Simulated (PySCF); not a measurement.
C3H9S (SMILES C[S+](C)C), charge +1, singlet, at a GFN2-xTB geometry. Base run: BLYP/6-31G* (PySCF).

Geometry (Å):
```xyz
13

C     -0.3270     1.5927    -0.0242
S     -0.1271    -0.1171     0.5330
C      1.5670    -0.4340    -0.0177
C     -1.0484    -0.9822    -0.7617
H     -0.0511     1.6948    -1.0693
H      0.3009     2.2294     0.5932
H     -1.3651     1.8802     0.1193
H      1.6909    -0.1692    -1.0633
H      1.7832    -1.4886     0.1301
H      2.2428     0.1516     0.5999
H     -0.7147    -0.6735    -1.7476
H     -0.8983    -2.0508    -0.6327
H     -2.1048    -0.7598    -0.6368
```
Charge +1, spin multiplicity 1.
All else is at PySCF's defaults.
Base energy -517.55140 Eh.

The base run was repeated with changes; each row names its change, and settings that it needs were set with it.

```tsv
change	ΔE vs base (mEh)	grid points	electrons on the grid
base	0.000	149512	42.00009
grids.radi_method = mura_knowles	0.000	143032	42.00009
grids.atom_grid = (50, 194)	-0.034	85928	42.00046
grids.prune = off	0.000	238576	42.00009
small_rho_cutoff = 0	0.000	149512	42.00009
grids.radi_method = gauss_chebyshev	0.000	146376	42.00009
grids.level = 4	0.011	255888	42.00002
grids.level = 0	-62.098	10464	42.02488
grids.level = 2	-0.003	93720	42.00016
grids.prune = dft.gen_grid.treutler_prune	-0.001	129720	42.00009
grids.radi_method = delley	0.000	162088	42.00009
```
